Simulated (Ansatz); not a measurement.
A calculation with Ansatz (development build ahead of 0.2.0).

```yaml
crystal:
  periodic: [false, false, false]
  atoms:
    - { symbol: B, position_ang: [-0.81331, -0.13517, 0.74451] }
    - { symbol: F, position_ang: [0.20168, -0.61141, 1.35593] }
    - { symbol: F, position_ang: [1.95763, 0.53646, -1.63722] }
    - { symbol: F, position_ang: [-1.71063, 0.19595, -0.13767] }
basis:
  gaussian: { orbitals: def2-SVP }
total_charge: 1
magnetization:
  spin_polarized: true
  initial_magnetization: 1
hamiltonian:
  xc: pbe0
output:
  forces: true
```

The input is written out in the form of the current development build from the run's settings.

Results

```json
{"Converged": "yes", "Total energy": "-323.39178 hartree", "Spin squared of the determinant": "0.751", "Stability test": "minimum"}
```

Forces (eV/Å):
| atom | Fx | Fy | Fz |
| --- | --- | --- | --- |
| B1 | 0.032 | -0.454 | -2.111 |
| F2 | -2.668 | 1.358 | -1.157 |
| F3 | -0.095 | -0.021 | 0.080 |
| F4 | 2.732 | -0.883 | 3.189 |

Caution: charge can spread falsely over distant fragments.
